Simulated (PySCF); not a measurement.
SMILES C=C[Si](F)(C=C)CC (C6H11FSi), GFN2-xTB optimised geometry.

```
19

C     -2.37     2.12     0.99
C     -1.66     1.61     0.00
Si    -0.95    -0.13     0.00
F     -1.37    -0.82     1.42
C      0.94    -0.13     0.00
C      1.70    -0.06    -1.08
C     -1.69    -1.21    -1.38
C     -1.14    -2.64    -1.39
H     -2.77     3.13     0.97
H     -2.59     1.55     1.88
H     -1.47     2.22    -0.87
H      1.42    -0.20     0.97
H      2.78    -0.06    -1.02
H      1.28     0.01    -2.07
H     -1.51    -0.76    -2.35
H     -2.78    -1.26    -1.26
H     -0.07    -2.63    -1.55
H     -1.61    -3.23    -2.18
H     -1.34    -3.13    -0.44
```

Density from CAM-B3LYP/def2-SVP run with PySCF 2.14.0 at that geometry.

Minimum of the electron density along straight lines between bonded atoms, close to the bond critical point (lines longer than 1.1 times the sum of covalent radii, or with two minima, are not listed):

| bond | length / Å | ρ at the minimum / e bohr⁻³ | ∇²ρ there / e bohr⁻⁵ | position (fraction from the first atom) |
|---|---|---|---|---|
| C1–C2 | 1.324 | 0.344 | -0.93 | 0.51 |
| C2–Si3 | 1.883 | 0.116 | 0.34 | 0.62 |
| Si3–F4 | 1.630 | 0.113 | 0.99 | 0.42 |
| Si3–C5 | 1.885 | 0.116 | 0.33 | 0.38 |
| C5–C6 | 1.324 | 0.345 | -0.93 | 0.49 |
| Si3–C7 | 1.905 | 0.115 | 0.30 | 0.38 |
| C7–C8 | 1.527 | 0.240 | -0.54 | 0.50 |
| C1–H9 | 1.079 | 0.283 | -1.10 | 0.64 |
| C1–H10 | 1.077 | 0.286 | -1.13 | 0.64 |
| C2–H11 | 1.083 | 0.278 | -1.03 | 0.63 |
| C5–H12 | 1.084 | 0.278 | -1.04 | 0.63 |
| C6–H13 | 1.079 | 0.283 | -1.10 | 0.64 |
| C6–H14 | 1.078 | 0.284 | -1.10 | 0.64 |
| C7–H15 | 1.091 | 0.271 | -0.96 | 0.62 |
| C7–H16 | 1.092 | 0.272 | -0.97 | 0.63 |
| C8–H17 | 1.088 | 0.278 | -1.03 | 0.63 |
| C8–H18 | 1.089 | 0.276 | -1.02 | 0.63 |
| C8–H19 | 1.087 | 0.278 | -1.04 | 0.63 |
